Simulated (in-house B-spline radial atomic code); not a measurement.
Radial electron density of the argon ion Ar⁴⁺, [Ne] 3s2 3p2. Level of theory: scalar-relativistic (X2C) B97-1, spin-polarised, spherical fractional occupations, exact exchange averaged over the configuration, Fermi nucleus of rms radius 3.4274 fm; calculated with a radial B-spline atomic code at the basis-set limit.

Columns: r (bohr), 4πr²n(r) (electrons per bohr), bar.

```
 0.00322   0.5146 #
 0.00385   0.7103 #
 0.00459   0.9714 ##
 0.00549     1.33 ###
 0.00655    1.802 ####
 0.00782    2.429 #####
 0.00934    3.248 #######
  0.0112    4.327 #########
  0.0133     5.61 ############
  0.0159    7.244 ###############
   0.019    9.186 ###################
  0.0227    11.41 ########################
  0.0271     13.8 #############################
  0.0323     16.2 ##################################
  0.0386    18.42 #######################################
  0.0461    20.09 ##########################################
  0.0551    20.92 ############################################
  0.0658    20.69 ############################################
  0.0785    19.43 #########################################
  0.0938    17.47 #####################################
   0.112    15.51 #################################
   0.134    14.38 ##############################
    0.16    14.74 ###############################
   0.191    16.56 ###################################
   0.228    19.04 ########################################
   0.272     20.8 ############################################
   0.325    20.54 ###########################################
   0.388    17.77 #####################################
   0.463    13.23 ############################
   0.553    8.514 ##################
    0.66    5.226 ###########
   0.788    3.891 ########
   0.941    3.861 ########
    1.12     3.96 ########
    1.34    3.419 #######
     1.6    2.299 #####
    1.91    1.165 ##
    2.29   0.4197 #
    2.73     0.11 
    3.26  0.01912 
    3.89 0.002074 
    4.65 0.0001256
```

On this grid the curve has 3 maxima, near 0.0551, 0.272, 1.12 bohr.

The 3s up radial function P(r) = rR(r), positive near the nucleus:

```csv
r (bohr),P
0.00111,0.01919
0.00158,0.02671
0.00226,0.03722
0.00322,0.05144
0.00459,0.07064
0.00655,0.09612
0.00934,0.1288
0.0133,0.1685
0.019,0.2138
0.0271,0.2571
0.0386,0.2843
0.0551,0.2713
0.0785,0.1869
0.112,0.00754
0.16,-0.2481
0.228,-0.4736
0.325,-0.4892
0.463,-0.151
0.66,0.4527
0.941,0.9424
1.34,0.9314
1.91,0.5006
2.73,0.1324
3.89,0.0143
```
